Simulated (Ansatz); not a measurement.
Cartesian coordinates (Å):
```xyz
13

O     -2.6270     1.0016     0.1190
C     -1.8879    -0.2041     0.1024
C     -0.4382     0.0226     0.3824
C      0.5610    -0.3913    -0.3963
Si     2.3518    -0.0886    -0.0072
H     -2.2387     1.5937    -0.5311
H     -2.3270    -0.8255     0.8893
H     -2.0072    -0.7400    -0.8489
H     -0.2303     0.5855     1.2921
H      0.3019    -0.9403    -1.3026
H      3.0117     0.6624    -1.1101
H      3.0832    -1.3740     0.1601
H      2.4469     0.6979     1.2508
```
Charge 0, spin multiplicity 1.

Calculation: frozen-core CCSD(T)/cc-pVTZ // PBE0-D3(BJ)/def2-TZVP in Ansatz (a first-principles code).

```json
{
 "HF energy": "-482.10871 Ha",
 "MP2 correlation energy": "-0.86335 Ha"
}
```

### Question
Estimate the CCSD correlation energy, the (T) correction, the total energy and the T1 diagnostic.

### Answer

The CCSD correlation energy comes out as -0.91271 Ha and the (T) correction is -0.03704 Ha. The CCSD(T) total energy is -483.05845 Ha and the T1 diagnostic comes out as 0.011.
